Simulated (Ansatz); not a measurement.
Reaction (formal hydrolysis of the Al–N bond): `[NH2][Al]([OH])[SH]` + H₂O → `[OH][Al]([OH])[SH]` + NH₃

Computed with Ansatz on PBE0-D4/def2-TZVP structures; ΔE is electronic, products minus reactants. CBS: MP2 limit from def2 TZ/QZ plus the TZ coupled-cluster correction, frozen cores. This one scheme is used for every species. Functionals use def2-TZVPP. HSE06 is defined as in plane-wave codes. One conformer a species, not always the lowest.

```tsv
level	ΔE (kcal/mol)	difference from CCSD(T)/CBS
r2SCAN-D4	-11.5	-0.9
r2SCANh-D4	-11.3	-0.7
B2PLYP	-11.8	-1.2
PBE0	-10.8	-0.2
HSE06	-10.7	-0.1
CAM-B3LYP	-11.8	-1.2
RPA@PBE/def2-TZVPP	-11.1	-0.5
HF/def2-QZVPP	-11.8	-1.2
MP2/def2-QZVPP	-10.9	-0.3
MP2/CBS(def2)	-10.7	-0.1
CCSD(T)/CBS	-10.6	0
```

Largest T1 diagnostic among the species: 0.012.

At CCSD(T), def2-SVP lies −1.0 kcal/mol from the extrapolated value and def2-TZVPP −0.5 kcal/mol. Leaving LDA and LC-ωPBE aside and taking each functional with its dispersion term where it has one, the values, not all of them listed here, spread over 1.6 kcal/mol, from B97M-V to HSE06-D4.
